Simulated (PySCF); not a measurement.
Correlation energy of Li- (lithium, charge -1)

[He] 2s2, closed-shell 1S. Computed with PySCF 2.14 in x2c-TZVPPall with one added diffuse shell each of s, p type (6s4p1d, 23 functions), with scalar relativity by spin-free X2C-1e. Frozen: nothing; 4 electrons correlated.

MP2 pair energies summed by pair of shells (mhartree):

```csv
pair,energy,share (%)
1s-1s,-29.53,64.0
2s-2s,-15.01,32.5
1s-2s,-1.60,3.5
```

Total MP2 correlation energy: -46.14 mhartree.

Same-spin part -0.41 and opposite-spin part -45.73 mhartree; SCS-MP2 scales them by 1/3 and 6/5 to -55.01 mhartree.

MP2 falls well short for the outer s pair, which is nearly degenerate with np².

This basis was not built for core-valence correlation, so the inner-shell part is incomplete.
